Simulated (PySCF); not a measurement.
Cost against size for one kind of job: PBE0-D3(BJ)/def2-SVP geometry optimisation, gas phase in PySCF 2.14.0; work: geometry optimisation from a GFN2-xTB start shaken at random. Hardware: Arm Neoverse N1, one thread, on a shared host. The host was shared with other jobs, so the times are rough. Peak memory is the resident size of the whole Python process, interpreter and libraries included.

```csv
species (SMILES),atoms,electrons,basis functions,SCF cycles,gradient evaluations,wall time,peak memory
NCB(O)O,11,40,100,164,24,2.2 min,0.41 GiB
[O]=[W]([OH])([OH])[OH] (doublet state),8,109,103,125,14,4.1 min,0.43 GiB
CO[B](P)[BiH2],12,124,121,43,6,74 s,0.53 GiB
CB(C)[C@@H]1C[CH2][AlH][CH2]1,22,68,186,62,10,?,?
C1CCC([C@H]2CC[CH2][AlH]2)C1,27,84,229,74,12,12 min,1.1 GiB
```

Q: Estimate the withheld figures.

A: `CB(C)[C@@H]1C[CH2][AlH][CH2]1`: 4.9 min, 0.90 GiB.

Q: With all rows, how does the wall time grow with the number of basis functions N?

A: A straight line through log(time) against log(N) has slope 1.7 between N = 100 and 229, and the rows scatter about it by a factor of about 1.9 (standard error of the fit). This is a fit to these rows, whose iteration counts differ, not the method's formal scaling.

Q: Which species took longest, and how many times the shortest run?

A: `C1CCC([C@H]2CC[CH2][AlH]2)C1`, at 12 min: about 9.7 times the shortest (74 s).
